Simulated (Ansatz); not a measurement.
`C[O][Al]([F])[Br]` → `[CH2]` (triplet) + `[OH][Al]([F])[Br]` at 500 K and 1 bar (formal loss of a carbene).

Program: Ansatz. Geometries: PBE0-D4/def2-TZVP. ΔE: electronic, gas phase. CCSD(T)/CBS adds triple-zeta CCSD(T) − MP2 to the extrapolated MP2 energy (def2 sets, frozen cores). This one scheme is used for every species. Triplets are unrestricted, without spin–orbit coupling. For Br outer-core shells are correlated without core-valence functions, which leaves a few kJ/mol of doubt a bond. Scalar relativity is left out up to krypton. One conformer a species, not always the lowest.

| species | CCSD(T)/CBS energy (Eh) | H − E (kJ/mol) | S (J/(mol·K)) |
| --- | --- | --- | --- |
| `C[O][Al]([F])[Br]` | -3030.35080 | 164.2 | 423.4 |
| `[CH2]` (triplet) | -39.09499 | 62.7 | 213.9 |
| `[OH][Al]([F])[Br]` | -2991.11301 | 80.0 | 366.3 |

H − E and S are ideal-gas, rigid-rotor, harmonic terms from PBE0-D4/def2-TZVP, for one conformer and one mirror image of each species, with the whole ground term of open shells counted as degenerate. 1 Eh = 2625.50 kJ/mol, R = 8.31446 J/(mol·K).

Question: By hand: ΔE, ΔH, ΔS and ΔG.

Answer: ΔE = (-39.09499) + (-2991.11301) − (-3030.35080) = 0.14280 Eh = 374.9 kJ/mol. Δ(H − E) = 62.7 + 80.0 − 164.2 = -21.5, so ΔH = 353.4 kJ/mol. ΔS = 213.9 + 366.3 − 423.4 = 156.8 J/(mol·K). ΔG = 353.4 − 500 × (156.8)/1000 = 275.0 kJ/mol.

Question: By hand: the equilibrium constant, and the temperature at which ΔG would vanish if ΔH and ΔS stayed fixed.

Answer: log₁₀ K = −ΔG/(RT ln 10) = -28.7. ΔG = 0 at ΔH/ΔS = 2254 K.

The number of gas molecules changes by +1, which sets the sign of ΔS. A doubt of 5 kJ/mol in ΔE shifts log₁₀ K by 0.5 here. Other conformers and mirror images would add mixing entropy, several J/(mol·K) or more a flexible species. A triplet takes part, so the spin changes. These are equilibria of isolated gas molecules and say nothing of rates. Largest T1 diagnostic: 0.011 (customary marks: 0.02 for closed shells, 0.045 for open ones).
